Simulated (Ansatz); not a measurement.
The first iterations of a band of ClH3Sn + H2S (8 atoms, charge 0, multiplicity 1).

Method: RKS BHLYP/def2-SVP in Ansatz.

```json
{
  "movable images": "2",
  "climbing image": "no",
  "spring": "5.0 eV/Å²",
  "optimiser": "quadratic models (default)",
  "start path": "through a guess of the saddle point",
  "force threshold": "0.05 eV/Å",
  "iteration limit": "60",
  "end points": "relaxed"
}
```

Initial state:

```xyz
8
Properties=species:S:1:pos:R:3
Sn 0.390 0.062 -0.156
Cl 0.257 -0.190 2.201
H 2.056 0.010 -0.498
H -0.295 1.568 -0.525
H -0.433 -1.262 -0.826
S -3.441 0.106 1.021
H -3.542 -1.230 0.962
H -2.491 0.063 1.969
```

Final state:

```xyz
8
Properties=species:S:1:pos:R:3
Sn -0.445 -0.056 -0.591
Cl -0.428 0.675 3.388
H 0.704 -0.976 0.258
H -0.106 1.606 -0.576
H -0.648 -0.645 -2.177
S -2.598 -0.238 0.565
H -2.572 -1.576 0.665
H -1.407 0.336 2.616
```

| iteration | highest image above the first end (eV) | largest band force component (eV/Å) |
| --- | --- | --- |
| 1 | 2.861 | 4.874 |
| 2 | 1.552 | 1.782 |
| 3 | 0.927 | 1.010 |

Problem. Does the band converge within its limit, and where does its top end?

Solution. The run converged. It ended after 10 iterations with the highest image 0.659 eV above the first end. No image climbed, so the highest image needn't sit at the top of the path. A band with more images between the same ends climbed to 1.45 eV, so this one has probably stepped over the top. So few images can step over the top or miss a turn of the path. The orbitals stay closed-shell, which can raise the energy where a bond breaks towards radicals; this wasn't checked here.

Time of the run: 55 s on 2 threads of Arm Neoverse V1 (shared host), peak memory 0.19 GiB.
